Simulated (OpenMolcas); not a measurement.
## Yb3+: ligand-field states by method

Yb3+ with 6 ligands (chloride) in trigonal antiprismatic coordination (D3d) at 2.74 Å, a polar angle of 61.9° against the regular 54.74°. A charge of +0.5 e stands 3.2 Å behind each ligand. Ligand basis ANO-RCC-VDZP.

```yaml
Program: OpenMolcas
Basis: ANO-RCC-VDZP [7s6p4d2f1g]
Scalar_Hamiltonian: DKH2, point nucleus
Active_space: 13 electrons in 7 orbitals (4f)
State_averaging: 2S+1 = 2 odd, 7 roots
Spin-orbit_coupling: state interaction with AMFI integrals over the reference wave functions
```

I. CASSCF
II. SS-CASPT2, IPEA 0.25 Eh, imaginary shift 0.1 Eh (closed shells correlated: 5s 5p and the ligand valence shells)

Spin-free states (labels of D3, the rotations of D3d) in cm-1, each column counted from its own energy of the first state listed:

```tsv
State	Degeneracy	I	II
2A2	1	0	0
2A1	1	119	250
2E	2	284	350
2E	2	526	630
2A2	1	561	730
```

With spin-orbit coupling the lowest J multiplet is 486 (I), 570 (II) cm-1 wide, a factor of 1.17 from I to II.

χT at 300 K: I 2.50, II 2.46 cm3 K/mol.

Over all roots computed the reference weight is 0.65 in II; a low but even weight reflects the number of correlated electrons. Without dynamic correlation the ligand-field splitting of an f shell can come out too small, at times by half (holds for I). Splittings of an f shell from a small cluster at a set distance can be off by tens of per cent, mostly too small (holds for II). The distance lies 4 % over the 2.63 Å that this model takes as the normal distance (a Shannon-type radius plus a fixed donor radius); by an R⁻⁵ law this alone changes a d-shell field by about -19 %. No measured value stands beside these numbers; the geometry is a model, was not optimised and need not be the one that this ion takes.
